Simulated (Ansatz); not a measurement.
One change: `[CH3][GeH]([CH3])[Cl]` becomes `[CH3][GeH]([CH3])[Br]`.

Ansatz, PBE0-D4/def2-TZVP geometries, multiplicity 1. 

Scalar relativity is left out up to krypton.

```csv
property,`[CH3][GeH]([CH3])[Cl]`
size of the dipole moment (ωB97M-V/def2-TZVPP) / D,2.67
LUMO energy (ωB97M-V/def2-TZVPP) / eV,2.40
HOMO energy (ωB97M-V/def2-TZVPP) / eV,-10.50
LUMO energy (B3LYP/def2-TZVPP) / eV,0.30
HOMO–LUMO gap (PBE0/def2-TZVPP) / eV,8.85
HOMO–LUMO gap (ωB97M-V/def2-TZVPP) / eV,12.89
```

**Question.** Give the same properties after the change, and the shifts. (Estimate.)

**Answer.** Computed: 
```
                                          property  `[CH3][GeH]([CH3])[Br]`  shift
size of the dipole moment (ωB97M-V/def2-TZVPP) / D                     2.77   0.10
             LUMO energy (ωB97M-V/def2-TZVPP) / eV                     2.03  -0.37
             HOMO energy (ωB97M-V/def2-TZVPP) / eV                   -10.08   0.42
               LUMO energy (B3LYP/def2-TZVPP) / eV                    -0.14  -0.44
              HOMO–LUMO gap (PBE0/def2-TZVPP) / eV                     8.01  -0.84
           HOMO–LUMO gap (ωB97M-V/def2-TZVPP) / eV                    12.11  -0.78
```

With PBE0 the HOMO rises by 0.39 eV and the LUMO falls by 0.44 eV, so the gap narrows by about 0.83 eV. PBE moves the HOMO by 0.32 eV and ωB97M-V by 0.42 eV. Dipoles are sizes alone; their direction can turn.

B3LYP here is the variant with VWN-RPA as its local correlation; programs differ in this.

Spin–orbit coupling is left out; it splits and shifts lone-pair levels of the heavy atoms by tenths of an eV.
